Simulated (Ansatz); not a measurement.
Reaction (formal exchange of groups at a B–C bond): `N#CBCl` + CH₃NH₂ → `NBCl` + `CC#N`

Gas-phase electronic energies from Ansatz, PBE0-D4/def2-TZVP geometries. CCSD(T)/CBS is the MP2 limit (def2-TZVPP, def2-QZVPP) plus CCSD(T) − MP2 in def2-TZVPP, frozen cores. This one scheme is used for every species. Functionals use def2-TZVPP. One conformer a species, not always the lowest.

```
       level  ΔE (kJ/mol)
     BLYP-D4       -171.7
MP2/def2-SVP       -181.1
```

Problem. What does CCSD(T)/CBS give? (Estimate.)

Solution. The calculation gave: -174.8 kJ/mol. The listed levels differ from it by 3.1, -6.3 kJ/mol.

Largest T1 diagnostic among the species: 0.014.

From r2SCAN to r2SCAN0 (25 % exact exchange), in def2-TZVPP and without D4, ΔE moves by −3.4 kJ/mol. Leaving LDA and LC-ωPBE aside and taking each functional with its dispersion term where it has one, the values, not all of them listed here, spread over 13.5 kJ/mol, from r2SCAN0-D4 to revPBE-D4. LDA lies −15.4 kJ/mol from PBE without D4.
